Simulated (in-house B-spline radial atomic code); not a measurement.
Radial electron density of the arsenic ion As⁷⁺, [Ar] 3d8. Level of theory: scalar-relativistic (X2C) B3LYP, spin-polarised, spherical fractional occupations, exact exchange averaged over the configuration, Fermi nucleus of rms radius 4.0968 fm; calculated with a radial B-spline atomic code at the basis-set limit.

One-electron X2C: radii and densities carry no picture-change correction, so inner-shell <1/r> comes out high (for 1s by about 2 % at Z = 33, 5 % at 54, 10 % at 75, 30 % at 118) and <r> low.

Columns: r (bohr), 4πr²n(r) (electrons per bohr), bar.

```
 0.00172    1.212 #
 0.00205    1.637 ##
 0.00244    2.198 ##
  0.0029    2.932 ###
 0.00345    3.896 ####
  0.0041    5.137 #####
 0.00488    6.739 ######
 0.00581    8.764 ########
 0.00691    11.26 ##########
 0.00823    14.31 #############
 0.00979    17.88 #################
  0.0116    21.83 ####################
  0.0139    26.41 #########################
  0.0165    30.82 #############################
  0.0196    34.94 #################################
  0.0233    38.29 ####################################
  0.0278    40.36 ######################################
  0.0331    40.69 ######################################
  0.0393    39.34 #####################################
  0.0468    36.79 ##################################
  0.0557    34.18 ################################
  0.0663    32.96 ###############################
  0.0789    34.31 ################################
  0.0938    38.31 ####################################
   0.112    43.65 #########################################
   0.133    47.29 ############################################
   0.158     46.8 ############################################
   0.188    41.35 ######################################
   0.224    33.01 ###############################
   0.266    26.16 ########################
   0.317    23.86 ######################
   0.377    26.05 ########################
   0.449    29.08 ###########################
   0.534    28.85 ###########################
   0.635    24.08 ######################
   0.756    16.57 ###############
   0.899    9.368 #########
    1.07     4.28 ####
    1.27     1.59 #
    1.52   0.4367 
     1.8  0.09888 
    2.15  0.01471
```

On this grid the curve has 3 maxima, near 0.0331, 0.133, 0.449 bohr.

The 3p down radial function P(r) = rR(r), positive near the nucleus:

```csv
r (bohr),P
0.00172,0.001652
0.00244,0.003094
0.00345,0.005789
0.00488,0.01085
0.00691,0.02029
0.00979,0.03769
0.0139,0.06918
0.0196,0.1226
0.0278,0.2114
0.0393,0.344
0.0557,0.5184
0.0789,0.6913
0.112,0.7555
0.158,0.5534
0.224,-0.02027
0.317,-0.8042
0.449,-1.352
0.635,-1.29
0.899,-0.7677
1.27,-0.2701
1.8,-0.04695
```
